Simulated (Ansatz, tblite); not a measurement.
Spin states of the cluster SiSn4, each relaxed with PBE-D4/def2-SVP in Ansatz. Electronic energies in the gas phase.

In the def2 sets Sn takes a core potential; there is no spin–orbit coupling. The xTB rows come from tblite. Correlated methods freeze 21 core orbitals; core or outer-core shells of Sn are correlated, in sets that lack core-valence functions. The rows differ in basis, and correlated rows in double-zeta sets carry the largest basis error. The structure comes from a short search, and lower isomers may exist.

Singlet geometry (C3v within 0.1 Å):

| atom | x (Å) | y (Å) | z (Å) |
| --- | --- | --- | --- |
| Si1 | 1.0039 | -0.2839 | 1.1671 |
| Sn2 | -1.1789 | 0.3334 | -1.3706 |
| Sn3 | 0.9571 | 1.8964 | -0.2399 |
| Sn4 | -1.5778 | -0.2218 | 1.4252 |
| Sn5 | 0.7958 | -1.7241 | -0.9819 |

Triplet geometry (Cs within 0.1 Å):

```xyz
5

Si   -1.2811   -0.6125    1.3146
Sn    1.4157    0.7615   -1.4899
Sn   -0.8536    1.5982   -0.0061
Sn   -0.6569   -1.4211   -1.1549
Sn    1.3758   -0.3260    1.3363
```

Quintet geometry (Cs within 0.1 Å):

```xyz
5

Si   -0.7392   -0.5321    0.4806
Sn    0.7950    1.3725   -0.7632
Sn    0.3983   -1.7560   -1.5262
Sn    1.6686   -0.8461    1.4401
Sn   -2.1227    1.7617    0.3687
```

⟨S²⟩: triplet 2.02 at PBE0-D4/def2-TZVP (pure 2.00), quintet 6.03 at PBE0-D4/def2-TZVP (pure 6.00).

Run but left out: HF/STO-3G (singlet: restricted singlet, unstable in another Hartree–Fock run and untested here); HF/def2-SVP, HF/def2-TZVP (singlet: restricted singlet, unstable towards broken spin symmetry); MP2/def2-SVP, MP2/def2-TZVP (triplet: ⟨S²⟩ 2.17 to 2.19, where a pure state has 2.00); MP2/def2-TZVP (quintet: ⟨S²⟩ 6.17, where a pure state has 6.00).

Only these spin states were relaxed. The triplet has other bonds than the singlet, so the gap mixes isomer and spin. The quintet has other bonds than the singlet, so the gap mixes isomer and spin.

| level | triplet − singlet (kcal/mol) | quintet − singlet (kcal/mol) | lowest of these | remarks |
| --- | --- | --- | --- | --- |
| GFN1-xTB | 22.8 | 77.6 | singlet | – |
| GFN2-xTB | 25.5 | 71.4 | singlet | – |
| PBE-D4/def2-TZVP | 18.5 | 53.5 | singlet | – |
| BLYP-D4/def2-TZVP | 21.1 | 54.1 | singlet | – |
| r2SCAN-D4/def2-TZVP | 15.1 | 48.1 | singlet | – |
| PBE0-D4/def2-TZVP | 16.1 | 49.9 | singlet | – |
| CCSD/def2-SVP | 16.2 | 47.1 | singlet | large T1 (0.026) (singlet), restricted SCF unstable (singlet), spin-contaminated (⟨S²⟩ 2.17) (triplet), spin-contaminated (⟨S²⟩ 6.15) (quintet) |
| CCSD(T)/def2-SVP | 18.7 | 54.5 | singlet | large T1 (0.026) (singlet), restricted SCF unstable (singlet), spin-contaminated (⟨S²⟩ 2.17) (triplet), spin-contaminated (⟨S²⟩ 6.15) (quintet) |

Change of the quintet − singlet gap on mixing in exact exchange, in kcal/mol: PBE to PBE0 (25 % exact exchange) -3.6.

The xTB methods have no term that favours high spin, so they put low spin too low.
